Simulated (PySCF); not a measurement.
Cl$_{2}$Pb, charge +1, doublet, geometry from GFN2-xTB (such geometries of metal compounds can be far from the true shape) (a state made from the parent by changing its charge; the spin is typed, not shown lowest) (core potentials on Pb); PBE0/def2-SVP in PySCF.

Here is a job for PySCF.
```python
from pyscf import gto, scf, dft

mol = gto.M(
    atom='''
Pb    0.010156   -0.015659    0.634723
Cl    0.889491    1.051078   -1.520427
Cl   -0.938478   -0.975544   -1.541178
''',
    basis='def2-svp',
    ecp={'Pb': 'def2-svp'},
    charge=1,
    spin=1,
    verbose=4,
)

mf = dft.UKS(mol)
mf.xc = 'pbe0'
mf.diis = False
mf.damp = 0.3
mf.diis_start_cycle = 200
mf.max_cycle = 150
mf.kernel()
```

The log (banner, timings and long lists left out):

```
PySCF version 2.14.0

[INPUT] verbose = 4
[INPUT] num. atoms = 3
[INPUT] num. electrons = 55
[INPUT] charge = 1
[INPUT] spin (= nelec alpha-beta = 2S) = 1
[INPUT] symmetry False subgroup None
[INPUT] Mole.unit = angstrom
[INPUT] Symbol           X                Y                Z      unit          X                Y                Z       unit  Magmom
[...]
nuclear repulsion = 210.626085654736
number of shells = 26
number of NR pGTOs = 133
number of NR cGTOs = 62
basis = def2-svp
ecp = {'Pb': 'def2-svp'}

******** <class 'pyscf.dft.uks.UKS'> ********
method = UKS
initial guess = minao
damping factor = 0.3
level_shift factor = 0
DIIS disabled
SCF conv_tol = 1e-09
SCF conv_tol_grad = None
SCF max_cycles = 150
direct_scf = True
direct_scf_tol = 1e-13
number electrons alpha = 28  beta = 27
XC library pyscf.dft.libxc version 7.1.2
    S. Lehtola, C. Steigemann, M. J. T. Oliveira, and M. A. L. Marques,  SoftwareX 7, 1–5 (2018)
XC functionals = pbe0
    C. Adamo and V. Barone,  J. Chem. Phys. 110, 6158 (1999)
    M. Ernzerhof and G. E. Scuseria,  J. Chem. Phys. 110, 5029 (1999)
radial grids:
    Treutler-Ahlrichs [JCP 102, 346 (1995); DOI:10.1063/1.469408] (M4) radial grids

becke partition: Becke, JCP 88, 2547 (1988); DOI:10.1063/1.454033
pruning grids: <function nwchem_prune>
grids dens level: 3
symmetrized grids: False
atomic radii adjust function: <function treutler_atomic_radii_adjust>
small_rho_cutoff = 0
Set gradient conv threshold to 3.16228e-05
tot grids = 60992
init E= -1088.86468962783

cycle= 1 E= -1110.47024619835  delta_E= -21.6  |g|= 1.65  |ddm|= 9.45
cycle= 2 E= -1111.20376453367  delta_E= -0.734  |g|= 1.16  |ddm|= 4.31
cycle= 3 E= -1110.07815599713  delta_E= 1.13  |g|= 1.65  |ddm|=  3.6
cycle= 4 E= -1110.87245763119  delta_E= -0.794  |g|= 1.38  |ddm|=  3.8
cycle= 5 E= -1109.68101220193  delta_E= 1.19  |g|= 1.77  |ddm|= 3.91
cycle= 6 E= -1110.69578813325  delta_E= -1.01  |g|= 1.47  |ddm|=    4
cycle= 7 E= -1109.49355751598  delta_E=  1.2  |g|= 1.82  |ddm|= 4.05
cycle= 8 E= -1110.6104396628  delta_E= -1.12  |g|= 1.52  |ddm|= 4.09
cycle= 9 E= -1109.34478701288  delta_E= 1.27  |g|= 1.85  |ddm|= 4.12
cycle= 10 E= -1110.53507874092  delta_E= -1.19  |g|= 1.56  |ddm|= 4.16
cycle= 11 E= -1109.11019082114  delta_E= 1.42  |g|= 1.88  |ddm|=  4.2
cycle= 12 E= -1110.40650677019  delta_E= -1.3  |g|= 1.63  |ddm|= 4.26
cycle= 13 E= -1108.94546014881  delta_E= 1.46  |g|=  1.9  |ddm|= 4.29
cycle= 14 E= -1110.31730247231  delta_E= -1.37  |g|= 1.68  |ddm|= 4.32
cycle= 15 E= -1108.8353250334  delta_E= 1.48  |g|= 1.91  |ddm|= 4.34
cycle= 16 E= -1110.2551503657  delta_E= -1.42  |g|= 1.71  |ddm|= 4.37
cycle= 17 E= -1108.75812040627  delta_E=  1.5  |g|= 1.92  |ddm|= 4.38
cycle= 18 E= -1110.20991859878  delta_E= -1.45  |g|= 1.74  |ddm|=  4.4
cycle= 19 E= -1108.70232001566  delta_E= 1.51  |g|= 1.92  |ddm|= 4.41
cycle= 20 E= -1110.17633152023  delta_E= -1.47  |g|= 1.75  |ddm|= 4.42
cycle= 21 E= -1108.66137821514  delta_E= 1.51  |g|= 1.93  |ddm|= 4.43
cycle= 22 E= -1110.15121924947  delta_E= -1.49  |g|= 1.77  |ddm|= 4.44
cycle= 23 E= -1108.63116262818  delta_E= 1.52  |g|= 1.93  |ddm|= 4.44
cycle= 24 E= -1110.13244078889  delta_E= -1.5  |g|= 1.78  |ddm|= 4.45
cycle= 25 E= -1108.60883547033  delta_E= 1.52  |g|= 1.93  |ddm|= 4.45
cycle= 26 E= -1110.1184352368  delta_E= -1.51  |g|= 1.79  |ddm|= 4.46
cycle= 27 E= -1108.5923481032  delta_E= 1.53  |g|= 1.93  |ddm|= 4.46
cycle= 28 E= -1110.1080235356  delta_E= -1.52  |g|= 1.79  |ddm|= 4.46
cycle= 29 E= -1108.58018764287  delta_E= 1.53  |g|= 1.93  |ddm|= 4.46
cycle= 30 E= -1110.10030665052  delta_E= -1.52  |g|=  1.8  |ddm|= 4.47
cycle= 31 E= -1108.57122879349  delta_E= 1.53  |g|= 1.93  |ddm|= 4.47
cycle= 32 E= -1110.0946008543  delta_E= -1.52  |g|=  1.8  |ddm|= 4.47
cycle= 33 E= -1108.56463445915  delta_E= 1.53  |g|= 1.93  |ddm|= 4.47
cycle= 34 E= -1110.09038958143  delta_E= -1.53  |g|=  1.8  |ddm|= 4.47
cycle= 35 E= -1108.55978343827  delta_E= 1.53  |g|= 1.93  |ddm|= 4.47
[...]
cycle= 97 E= -1108.54630022801  delta_E= 1.53  |g|= 1.93  |ddm|= 4.48
cycle= 98 E= -1110.07862581786  delta_E= -1.53  |g|= 1.81  |ddm|= 4.48
cycle= 99 E= -1108.5462999552  delta_E= 1.53  |g|= 1.93  |ddm|= 4.48
cycle= 100 E= -1110.07862564221  delta_E= -1.53  |g|= 1.81  |ddm|= 4.48
cycle= 101 E= -1108.54629975268  delta_E= 1.53  |g|= 1.93  |ddm|= 4.48
cycle= 102 E= -1110.07862551185  delta_E= -1.53  |g|= 1.81  |ddm|= 4.48
cycle= 103 E= -1108.54629960189  delta_E= 1.53  |g|= 1.93  |ddm|= 4.48
cycle= 104 E= -1110.07862541482  delta_E= -1.53  |g|= 1.81  |ddm|= 4.48
cycle= 105 E= -1108.54629948919  delta_E= 1.53  |g|= 1.93  |ddm|= 4.48
cycle= 106 E= -1110.07862534233  delta_E= -1.53  |g|= 1.81  |ddm|= 4.48
cycle= 107 E= -1108.54629940451  delta_E= 1.53  |g|= 1.93  |ddm|= 4.48
cycle= 108 E= -1110.0786252879  delta_E= -1.53  |g|= 1.81  |ddm|= 4.48
cycle= 109 E= -1108.54629934046  delta_E= 1.53  |g|= 1.93  |ddm|= 4.48
cycle= 110 E= -1110.07862524675  delta_E= -1.53  |g|= 1.81  |ddm|= 4.48
cycle= 111 E= -1108.54629929159  delta_E= 1.53  |g|= 1.93  |ddm|= 4.48
cycle= 112 E= -1110.07862521539  delta_E= -1.53  |g|= 1.81  |ddm|= 4.48
cycle= 113 E= -1108.54629925388  delta_E= 1.53  |g|= 1.93  |ddm|= 4.48
cycle= 114 E= -1110.07862519122  delta_E= -1.53  |g|= 1.81  |ddm|= 4.48
cycle= 115 E= -1108.54629922439  delta_E= 1.53  |g|= 1.93  |ddm|= 4.48
cycle= 116 E= -1110.07862517235  delta_E= -1.53  |g|= 1.81  |ddm|= 4.48
cycle= 117 E= -1108.54629920094  delta_E= 1.53  |g|= 1.93  |ddm|= 4.48
cycle= 118 E= -1110.07862515736  delta_E= -1.53  |g|= 1.81  |ddm|= 4.48
cycle= 119 E= -1108.54629918193  delta_E= 1.53  |g|= 1.93  |ddm|= 4.48
cycle= 120 E= -1110.07862514524  delta_E= -1.53  |g|= 1.81  |ddm|= 4.48
cycle= 121 E= -1108.54629916619  delta_E= 1.53  |g|= 1.93  |ddm|= 4.48
cycle= 122 E= -1110.07862513522  delta_E= -1.53  |g|= 1.81  |ddm|= 4.48
cycle= 123 E= -1108.54629915284  delta_E= 1.53  |g|= 1.93  |ddm|= 4.48
cycle= 124 E= -1110.07862512676  delta_E= -1.53  |g|= 1.81  |ddm|= 4.48
cycle= 125 E= -1108.54629914126  delta_E= 1.53  |g|= 1.93  |ddm|= 4.48
cycle= 126 E= -1110.07862511942  delta_E= -1.53  |g|= 1.81  |ddm|= 4.48
cycle= 127 E= -1108.54629913098  delta_E= 1.53  |g|= 1.93  |ddm|= 4.48
cycle= 128 E= -1110.07862511293  delta_E= -1.53  |g|= 1.81  |ddm|= 4.48
cycle= 129 E= -1108.54629912165  delta_E= 1.53  |g|= 1.93  |ddm|= 4.48
cycle= 130 E= -1110.07862510704  delta_E= -1.53  |g|= 1.81  |ddm|= 4.48
cycle= 131 E= -1108.54629911302  delta_E= 1.53  |g|= 1.93  |ddm|= 4.48
cycle= 132 E= -1110.07862510161  delta_E= -1.53  |g|= 1.81  |ddm|= 4.48
cycle= 133 E= -1108.5462991049  delta_E= 1.53  |g|= 1.93  |ddm|= 4.48
cycle= 134 E= -1110.07862509651  delta_E= -1.53  |g|= 1.81  |ddm|= 4.48
cycle= 135 E= -1108.54629909716  delta_E= 1.53  |g|= 1.93  |ddm|= 4.48
cycle= 136 E= -1110.07862509165  delta_E= -1.53  |g|= 1.81  |ddm|= 4.48
cycle= 137 E= -1108.5462990897  delta_E= 1.53  |g|= 1.93  |ddm|= 4.48
cycle= 138 E= -1110.07862508698  delta_E= -1.53  |g|= 1.81  |ddm|= 4.48
cycle= 139 E= -1108.54629908245  delta_E= 1.53  |g|= 1.93  |ddm|= 4.48
cycle= 140 E= -1110.07862508243  delta_E= -1.53  |g|= 1.81  |ddm|= 4.48
cycle= 141 E= -1108.54629907535  delta_E= 1.53  |g|= 1.93  |ddm|= 4.48
cycle= 142 E= -1110.07862507798  delta_E= -1.53  |g|= 1.81  |ddm|= 4.48
cycle= 143 E= -1108.54629906837  delta_E= 1.53  |g|= 1.93  |ddm|= 4.48
cycle= 144 E= -1110.07862507361  delta_E= -1.53  |g|= 1.81  |ddm|= 4.48
cycle= 145 E= -1108.54629906147  delta_E= 1.53  |g|= 1.93  |ddm|= 4.48
cycle= 146 E= -1110.0786250693  delta_E= -1.53  |g|= 1.81  |ddm|= 4.48
cycle= 147 E= -1108.54629905464  delta_E= 1.53  |g|= 1.93  |ddm|= 4.48
cycle= 148 E= -1110.07862506503  delta_E= -1.53  |g|= 1.81  |ddm|= 4.48
cycle= 149 E= -1108.54629904787  delta_E= 1.53  |g|= 1.93  |ddm|= 4.48
cycle= 150 E= -1110.07862506079  delta_E= -1.53  |g|= 1.81  |ddm|= 4.48
SCF not converged.
SCF energy = -1110.07862506079 after 150 cycles  <S^2> = 0.7516432  2S+1 = 2.0016425
```

The run did not converge; its last values are not results.
